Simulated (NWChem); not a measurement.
# Ionisation of H$_{3}$Si$_{2}$

```
Si
H 1 1.4976
H 1 1.4999 2 107.62
Si 1 2.2807 2 123.33 3 164.91
H 4 1.5320 1 89.22 2 172.66
```
Charge 0, spin multiplicity 2.

All runs are NWChem calculations. The geometry was optimised at UPBE0/def2-SVP, a minimum by its harmonic frequencies. It is one conformer; others weren't searched.

Basis set: def2-TZVPD. The species with one electron less has spin multiplicity 1 and keeps the geometry of the parent. Δ marks differences of total energies (open shells unrestricted). −ε marks an orbital energy of the parent. That orbital need not have the symmetry of the hole or added electron in the Δ rows. That singlet is a closed-shell solution.

B3LYP has NWChem's definition, with VWN1-RPA local correlation. This spin state was chosen for the runs; another may lie lower. The structure started from a generated list of species. The stability of the SCF solutions was not checked.

Task: One of these methods gave a first vertical ionisation energy of 5.66 eV. Which?
A. ΔB3LYP
B. −ε(alpha HOMO) of B3LYP
C. −ε(alpha HOMO) of PBE
D. −ε(alpha HOMO) of BHandHLYP

Result: C, −ε(alpha HOMO) of PBE. The others give 6.21 (−ε(alpha HOMO) of B3LYP), 7.10 (−ε(alpha HOMO) of BHandHLYP), 8.42 (ΔB3LYP).
